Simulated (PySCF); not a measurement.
# Electron correlation in C²⁺ (carbon, charge +2)

[He] 2s2, closed-shell 1S. Calculation: PySCF 2.14, in aug-cc-pwCVQZ (9s8p6d4f2g, 109 functions); no relativity, point nucleus. Frozen: nothing; 4 electrons correlated.

MP2 pair energies summed by pair of shells (mhartree):

```json
{"pair": "2s-2s", "energy": "-46.13", "share (%)": "49.5"}
{"pair": "1s-1s", "energy": "-38.21", "share (%)": "41.0"}
{"pair": "1s-2s", "energy": "-8.90", "share (%)": "9.5"}
```

Total MP2 correlation energy: -93.24 mhartree.

Same-spin part -2.34 and opposite-spin part -90.89 mhartree; SCS-MP2 scales them by 1/3 and 6/5 to -109.85 mhartree.

MP2 falls well short for the outer s pair, which is nearly degenerate with np².
